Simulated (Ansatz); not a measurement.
Frontier orbitals of ClH$_{2}$In, SMILES `[Cl][InH2]`.

```tsv
atom	x (Å)	y (Å)	z (Å)
Cl1	-1.346	0.694	1.431
In2	0.168	-0.087	-0.179
H3	1.054	-1.439	0.363
H4	0.124	0.832	-1.615
```

Total charge 0; spin multiplicity 1. Correlated methods include outer-core shells of In, which these sets cover unevenly. In: def2 effective core potential. Geometry: relaxed with PBE0-D4/def2-TZVP. Basis def2-TZVPP, Ansatz 0.2.0.

(1) Compute the vertical ionisation energy as the energy of the cation minus that of the neutral molecule, at each level. (Estimate.)

Answers

(1) Computed: 
```tsv
level	IE (eV)	difference from CCSD(T)/def2-TZVPP
PBE-D4/def2-TZVPP	10.13	-0.54
r2SCAN-D4/def2-TZVPP	10.31	-0.36
PBE0-D4/def2-TZVPP	10.45	-0.22
B3LYP-D4/def2-TZVPP	10.44	-0.23
ωB97X-V/def2-TZVPP	10.76	0.10
ωB97M-V/def2-TZVPP	10.71	0.04
B2PLYP/def2-TZVPP	10.58	-0.09
HF/def2-TZVPP	9.83	-0.84
MP2/def2-TZVPP	10.93	0.27
CCSD/def2-TZVPP	10.65	-0.02
CCSD(T)/def2-TZVPP	10.67	0.00
HF/def2-QZVPP	9.82	-0.85
MP2/def2-QZVPP	11.05	0.39
```

B3LYP here is the variant with VWN-RPA as its local correlation; programs differ in this.
